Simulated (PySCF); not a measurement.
Compound: C7H4BrFO.
Numbering: `[O:1]=[C:2]([F:3])[c:4]1[cH:5][cH:6][c:7]([Br:8])[cH:9][cH:10]1` (hydrogens: H11 on C5; H12 on C6; H13 on C9; H14 on C10)

Structure used (PBE0-D3(BJ)/def2-SVP), in Å, numbered top down from 1:
```xyz
14
C7H4BrFO angstrom
O     -3.097    0.852    0.501
C     -2.372   -0.078    0.374
F     -2.850   -1.330    0.430
C     -0.914   -0.047    0.146
C     -0.290    1.202    0.040
C      1.079    1.286   -0.179
C      1.823    0.108   -0.290
Br     3.677    0.212   -0.589
C      1.215   -1.144   -0.183
C     -0.156   -1.218    0.033
H     -0.898    2.104    0.131
H      1.572    2.255   -0.265
H      1.814   -2.051   -0.271
H     -0.645   -2.189    0.118
```

All values: PBE0/def2-SVPD (PySCF, non-relativistic), on one gas-phase PBE0-D3(BJ)/def2-SVP geometry that isn't relaxed in the solvent. The solvent is an IEF-PCM continuum (cavity from Bondi-type radii × 1.2), and excitations are vertical TDDFT with non-equilibrium linear response and a frozen core. The model holds no explicit solvent molecules, cavitation or dispersion. Spin–orbit coupling is left out although an atom past zinc is present.

```csv
run,E − E(gas) (kcal/mol),HOMO (eV),HOMO–LUMO gap (eV),dipole (D),lowest singlet (eV),static polarisability (au)
gas,0.00,-7.76,5.47,2.55,4.91,109.0
P,-3.63,-7.61,5.43,3.01,4.78,139.3
Q,-4.81,-7.58,5.42,3.15,4.78,151.7
```

**Question.** The runs were made in acetone and chloroform. Which run belongs to which solvent?

**Answer.** P = chloroform, Q = acetone. The dielectric constants are 4.711 (chloroform), 20.49 (acetone), and the energy falls further as ε rises. The optical constants n² used for the excitations are 2.09, 1.85 in the same order. In this model the ground state sees the solvent through ε alone.

**Question.** How constant is the ratio of the lowering to (ε − 1)/(2ε + 1)?

**Answer.** 
| solvent | (ε − 1)/(2ε + 1) | E − E(gas) (kcal/mol) | ratio (kcal/mol) | polarisation term (kcal/mol) |
| --- | --- | --- | --- | --- |
| chloroform | 0.356 | -3.63 | -10.2 | -4.02 |
| acetone | 0.464 | -4.81 | -10.4 | -5.49 |

The ratio changes by +1.5 % in size from chloroform to acetone. The polarisation term is half the interaction of the solute with the induced surface charges.
